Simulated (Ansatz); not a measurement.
`N#C[SiH2]C#N` + H₂ → `N#C[SiH3]` + `C#N` at 700 K and 1 bar (hydrogenolysis of the Si–C bond).

Computed with Ansatz on PBE0-D4/def2-TZVP structures; ΔE is electronic, products minus reactants. CCSD(T)/CBS adds triple-zeta CCSD(T) − MP2 to the extrapolated MP2 energy (def2 sets, frozen cores). This one scheme is used for every species.

```json
{"species": "`N#C[SiH2]C#N`", "CCSD(T)/CBS energy (Eh)": "-475.76279", "H − E (kJ/mol)": "150.9", "S (J/(mol·K))": "406.7"}
{"species": "H₂", "CCSD(T)/CBS energy (Eh)": "-1.17544", "H − E (kJ/mol)": "46.8", "S (J/(mol·K))": "155.3"}
{"species": "`N#C[SiH3]`", "CCSD(T)/CBS energy (Eh)": "-383.61554", "H − E (kJ/mol)": "133.4", "S (J/(mol·K))": "333.7"}
{"species": "`C#N`", "CCSD(T)/CBS energy (Eh)": "-93.32098", "H − E (kJ/mol)": "68.7", "S (J/(mol·K))": "235.2"}
```

H − E and S are ideal-gas, rigid-rotor, harmonic terms from PBE0-D4/def2-TZVP. The MP2-based limit puts H₂ 0.8 mEh under its directly extrapolated value; such offsets cancel only in part. 1 Eh = 2625.50 kJ/mol, R = 8.31446 J/(mol·K).

By hand: ΔE, ΔH, ΔS and ΔG.

ΔE = (-383.61554) + (-93.32098) − (-475.76279) − (-1.17544) = 0.00171 Eh = 4.5 kJ/mol. Δ(H − E) = 133.4 + 68.7 − 150.9 − 46.8 = 4.4, so ΔH = 8.9 kJ/mol. ΔS = 333.7 + 235.2 − 406.7 − 155.3 = 6.9 J/(mol·K). ΔG = 8.9 − 700 × (6.9)/1000 = 4.1 kJ/mol.

By hand: the equilibrium constant, and the temperature at which ΔG would vanish if ΔH and ΔS stayed fixed.

log₁₀ K = −ΔG/(RT ln 10) = -0.3. ΔG = 0 at ΔH/ΔS = 1290 K, though so small a ΔH makes that figure unsure.

TΔS isn't small against ΔH here. The sign of ΔG lies within the doubt. A doubt of 5 kJ/mol in ΔE shifts log₁₀ K by 0.4 here. These are equilibria of isolated gas molecules and say nothing of rates. Largest T1 diagnostic: 0.014 (customary marks: 0.02 for closed shells, 0.045 for open ones).
